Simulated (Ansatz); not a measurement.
```xyz
9

C     0.8500   -0.0240    0.0380
C    -0.4837    0.7410   -0.0041
C    -0.4266   -0.7362   -0.0454
H     1.4780   -0.0283    0.8593
H     1.4914    0.0411   -0.9010
H    -0.7926    1.2765   -0.8901
H    -0.7076    1.2994    0.8768
H    -0.7230   -1.3370    0.8562
H    -0.7259   -1.2768   -0.9038
```

Basis set: cc-pVDZ (spherical functions). Frozen core: 3 orbitals. Charge 0, multiplicity 1.

Computed with Ansatz (development build ahead of 0.2.0); each method stands on the lowest determinant of its kind that the runs found. Restricted open shells among the atoms or ions are ROHF, correlated in semicanonical orbitals with singles.

The atomization energy at this shape (free ground-state atoms in the same class of orbitals less the molecule, no zero-point energy) of singlet C₃H₆:

| method | atomization energy |
| --- | --- |
| RHF-MP2 | 34.52 eV |

Q: What does RHF give?

A: 27.54 eV. Caution: the shape is not the minimum.
